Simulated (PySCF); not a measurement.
## Relaxation of singlet BiSBr

Method: PySCF, PBE0, basis Bi def2-TZVP with ECP60, S def2-TZVP, Br def2-TZVP (scalar-relativistic core potentials, no spin–orbit coupling, density fitting). A (50,194) grid was used.

A hand-made linear start, of C∞v symmetry, held to at least that symmetry:

Coordinates in bohr (charge 0 multiplicity 1):
```
Bi    0.0000    0.0000   -0.7916
S     0.0000    0.0000   -5.2325
Br    0.0000    0.0000    4.2161
```

Q: What does it relax to?

A: It ends at C∞v with Bi–Br 2.851 Å, Bi–S 2.315 Å; Br–Bi–S 180.0° (after a last refinement on a finer grid). A frequency run shows 2 imaginary modes (one degenerate set), down to 127i cm⁻¹, so it is a higher-order saddle point. Other isomers or separated fragments may lie lower.

Q: How much energy is released, and in how many steps?

A: 13.5 kJ/mol in 4 steps.

Spin–orbit coupling, left out here, can matter for elements this heavy.

The relaxation took roughly 50 core-seconds on a shared host.
